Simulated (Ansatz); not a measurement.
GeH2 (SMILES [GeH2]): geometry of the low-spin state from B3LYP-D3(BJ)/def2-TZVP.
(charge 0, multiplicity 1):
| atom | x (Å) | y (Å) | z (Å) |
|---|---|---|---|
| Ge | -0.0002 | 0.0661 | 0.0000 |
| H | -1.1338 | -1.0621 | 0.0000 |
| H | 1.1409 | -1.0545 | 0.0000 |
The high-spin state stands at its own minimum; R- takes a restricted low-spin state.

Programs: Ansatz (an electronic-structure program). Each number belongs to the level named beside it.

The gap E(multiplicity 1) − E(multiplicity 3) (kcal/mol) and the share of exact exchange:

```
functional           exact exchange (%)   value
-------------------  ------------------  ------
R-PBE/def2-TZVPP                      0  -23.40
R-PBE0/def2-TZVPP                    25  -21.25
R-B3LYP/def2-TZVPP                   20  -26.60
R-BHLYP/def2-TZVPP                   50  -24.35
R-r2SCAN/def2-TZVPP                   0  -18.03
```

Take the value as linear in the share of exact exchange along PBE and PBE0. Give the slope, say whether the sign turns, and set the other functionals against that line.


Slope: (-21.25 − (-23.40))/2.5 = 0.86 kcal/mol for each 10 %. The line keeps its sign from 0 to 100 %. At 50 % it gives -19.1 kcal/mol. From B3LYP to BHLYP the slope is (-24.35 − (-26.60))/3 = 0.75 for each 10 %. BHLYP, at 50 %, lies -5.3 from the PBE line. B3LYP, at 20 %, lies -4.9 from the PBE line. r2SCAN, with none, stands 5.4 from PBE.
